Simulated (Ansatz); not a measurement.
`[NH2][Ge][Cl]` and `[CH3][Ge][NH2]` differ in one atom or group.

Ansatz, PBE0-D4/def2-TZVP geometries, multiplicity 1. Each molecule was computed in one conformer, which needn't be the lowest.

Scalar relativity is left out up to krypton.

```csv
property,`[NH2][Ge][Cl]`
size of the dipole moment (PBE/def2-TZVPP) / D,2.82
HOMO–LUMO gap (PBE0/def2-TZVPP) / eV,5.72
LUMO energy (ωB97M-V/def2-TZVPP) / eV,0.15
HOMO–LUMO gap (B3LYP/def2-TZVPP) / eV,5.33
HOMO energy (PBE0/def2-TZVPP) / eV,-7.53
HOMO energy (B3LYP/def2-TZVPP) / eV,-7.35
```

**Question.** What does the change do to each property? (An estimate is asked.)

**Answer.** Ansatz gave: 
```csv
property,`[CH3][Ge][NH2]`,shift
size of the dipole moment (PBE/def2-TZVPP) / D,1.46,-1.36
HOMO–LUMO gap (PBE0/def2-TZVPP) / eV,4.91,-0.81
LUMO energy (ωB97M-V/def2-TZVPP) / eV,0.64,0.49
HOMO–LUMO gap (B3LYP/def2-TZVPP) / eV,4.51,-0.82
HOMO energy (PBE0/def2-TZVPP) / eV,-6.23,1.30
HOMO energy (B3LYP/def2-TZVPP) / eV,-6.06,1.29
```

With PBE0 the HOMO rises by 1.30 eV and the LUMO rises by 0.49 eV, so the gap narrows by about 0.81 eV. PBE moves the HOMO by 1.23 eV and ωB97M-V by 1.30 eV. Dipoles are sizes alone; their direction can turn.

B3LYP here is the variant with VWN-RPA as its local correlation; programs differ in this.
